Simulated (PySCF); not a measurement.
SMILES Cc1[nH]nnc1F, C3H4FN3

Geometry (Å), atoms numbered from 1 in this order:
```xyz
11

C    -1.4842   -0.0761   -0.1302
C    -0.0121    0.0099   -0.0059
N     0.8124   -1.0238    0.2971
N     2.0819   -0.6291    0.3362
N     2.1323    0.6192    0.0720
C     0.8845    1.0557   -0.1438
F     0.6012    2.3173   -0.4437
H    -1.8814    0.9040   -0.3796
H    -1.7634   -0.7804   -0.9133
H    -1.9296   -0.4101    0.8064
H     0.5637   -1.9839    0.4788
```

Computed, not measured: GIAO B3LYP/pcSseg-1 magnetisability, rotational g tensor and spin-rotation constants, non-relativistic, gas phase in PySCF. Geometry: GFN2-xTB.

Q: Give the nuclear spin-rotation constants along the inertial axes (H = +C I·J) beside the isotropic shieldings.

A: Rotational constants 3.6774, 3.5118, 1.8167 GHz. A star marks the isotopologue with that one atom substituted, in its own axes.
| atom | isotope | Caa (kHz) | Cbb (kHz) | Ccc (kHz) | mean (kHz) | σ (ppm) |
| --- | --- | --- | --- | --- | --- | --- |
| N3 | 14N | 0.477 | 0.690 | 0.163 | 0.443 | 9.5 |
| N4 | 14N | 0.723 | 1.126 | 0.135 | 0.661 | -122.6 |
| N5 | 14N | 0.925 | 0.880 | 0.113 | 0.639 | -101.5 |
| F7 | 19F | 3.945 | 3.528 | 0.528 | 2.667 | 333.7 |
| H8 | 1H | -0.026 | -0.233 | -0.204 | -0.154 | 29.2 |
| H9 | 1H | -0.392 | -0.213 | -0.043 | -0.216 | 29.5 |
| H10 | 1H | -0.392 | -0.213 | -0.043 | -0.216 | 29.5 |
| H11 | 1H | -0.334 | 0.418 | -0.202 | -0.039 | 21.3 |
| C1 | 13C* | 0.484 | 0.504 | 0.217 | 0.402 | 174.0 |
| C2 | 13C* | 1.488 | 1.299 | 0.263 | 1.017 | 60.2 |
| C6 | 13C* | 1.573 | 1.480 | 0.531 | 1.195 | 11.0 |

For the geometry as given, no vibrational averaging.

Q: How do the rotational constants and the g tensor change when H8, H9, H10, H11 are replaced by deuterium?

A: Constants 3.4002, 3.1014, 1.6554 GHz; g -0.0355, -0.0547, 0.0059, against -0.0379, -0.0610, 0.0071 before.
